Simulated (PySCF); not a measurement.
Problem. Write Cartesian coordinates for `C([SiH2]N)[SiH3]` as optimised with PBE0-D3(BJ)/def2-SVP.

Solution. 
```xyz
13
CH9NSi2 angstrom
N     -1.6984    0.7982   -0.3522
Si    -1.0956   -0.8244   -0.2125
C      0.7411   -0.7914   -0.5975
Si     1.6159    0.7008    0.1505
H     -1.6078    1.2937   -1.2329
H     -2.5710    1.0456    0.1011
H     -1.7666   -1.8448   -1.0899
H     -1.3325   -1.2340    1.2058
H      0.9009   -0.7841   -1.6895
H      1.2032   -1.7200   -0.2208
H      1.2264    0.8874    1.5814
H      3.1012    0.5130    0.0976
H      1.2898    1.9444   -0.6105
```

Orientation and origin are arbitrary. Atoms count from 1 in this order. Si4 (SiH3 silicon) is tetrahedral (angles from 107.6° to 111.0°). N1 (silicon-bound nitrogen) has angles 119.7°, 119.4° and 110.2°, sum 349.3°, 0.23 Å off the plane of its three neighbours. Si2 (SiH2 silicon) is distorted tetrahedral (angles from 106.1° to 115.6°).

Bonds between heavy atoms (Å): N1–Si2 1.737, Si2–C3 1.877, C3–Si4 1.884.

Method: PBE0-D3(BJ)/def2-SVP geometry optimisation, gas phase in PySCF.

Point group: C1 (no symmetry element, even within 0.4 Å). Stationary, but not proved a minimum. One conformer, not necessarily the lowest (H–N1–Si2–C3 59° and -160°, N1–Si2–C3–Si4 41°).
